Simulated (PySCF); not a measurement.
Compound: C₆H₁₁FP₂.
Z-matrix (Å and degrees, PBE0-D3(BJ)/def2-SVP geometry), rows numbered from 1:
```
C 
C   1  1.5016
P   2  1.6819  1  122.33
P   3  2.3131  2  128.60  1    70.35
C   3  1.8020  2  114.03  1   -56.07
C   5  1.3371  3  108.45  2  -102.59
F   6  1.3238  5  123.92  3   177.11
C   6  1.4977  5  119.77  3    -0.32
C   8  1.5340  6  107.26  5   -16.02
H   1  1.1080  2  114.91  3   -86.77
H   1  1.1035  2  111.66  3    35.10
H   1  1.1034  2  110.32  3   152.88
H   2  1.0981  1  117.58  3   147.63
H   4  1.4309  3   90.70  2   -49.80
H   4  1.4314  3   91.94  2    42.84
H   5  1.0898  3  127.23  2    74.08
H   8  1.1035  6  108.33  5   104.39
H   8  1.1012  6  110.40  5  -138.76
H   9  1.1008  3  108.69  2  -144.84
H   9  1.0979  3  110.00  2   -25.60
```

NICS is the negative of the GIAO shielding at a point without a nucleus: at the ring centre (0) and 1 Å above and below it (1); zz is the component along the ring normal. Level: GIAO PBE0/pcSseg-1 (PySCF, non-relativistic, gas phase) on the PBE0-D3(BJ)/def2-SVP geometry, one conformer.

Ring bond lengths (Å), with Mayer bond orders in brackets: P3–C5 1.802 (0.92), C5–C6 1.337 (1.82), C6–C8 1.498 (1.05), C8–C9 1.534 (1.01), C9–P3 1.838 (0.93).

Question: Give the NICS values of each ring in ppm.

Answer: 
```json
{"ring": "P3–C5–C6–C8–C9", "type": "5-membered ring with P; formal bonds 1 double, 4 single", "NICS(0)": "-3.6", "NICS(1), two faces": "-3.3 / -2.7", "NICS(1)zz, two faces": "-1.2 / -0.4", "rms pucker (Å)": "0.12", "centre to ring atoms, mean (Å)": "1.35"}
```

Question: What do they say, and how far can they be read as aromaticity?

Answer: 
- P3–C5–C6–C8–C9: mean NICS(1)zz -0.8 ppm, near zero. P3, C8, C9 have four or more neighbours; no verdict on aromaticity is drawn.

Question: What are the shieldings of the ring atoms and their hydrogens in the same run (means over atoms taken as equivalent)?

Answer: 
```
atoms                     environment  σ isotropic (ppm)  principal values of the symmetric part, first atom (ppm)
   P3  phosphorus bonded to 3 C and P              324.7                                       252.2, 284.4, 437.7
   C5                alkene CH carbon               78.7                                        -14.9, 98.7, 152.4
   C6              vinylic C–F carbon                2.8                                         -97.4, 49.5, 56.2
   C8                  allylic carbon              151.1                                       127.9, 154.2, 171.3
   C9  sp3 carbon bound to phosphorus              155.2                                       140.6, 148.8, 176.3
  H16                vinylic hydrogen              25.47                                          23.7, 24.7, 28.0
  H17              methylene hydrogen              28.34                                          24.6, 26.3, 34.1
  H18              methylene hydrogen              28.86                                          24.3, 27.2, 35.0
  H19              methylene hydrogen              29.31                                          24.7, 28.0, 35.1
  H20              methylene hydrogen              29.43                                          25.9, 27.8, 34.6
```

Question: How do the values depend on the level or the medium?

Answer: 
```csv
level,"NICS(0), P3–C5–C6–C8–C9","mean NICS(1)zz, P3–C5–C6–C8–C9"
"PBE0/pcSseg-1, gas",-3.6,-0.8
"WP04/pcSseg-1, gas",-3.5,-0.4
"PBE0/pcSseg-1, IEF-PCM acetonitrile",-3.7,-0.8
"PBE0/pcSseg-1, IEF-PCM chloroform",-3.7,-0.8
```

The geometry is the same throughout; the continuum's cavity takes Bondi-type radii × 1.2.
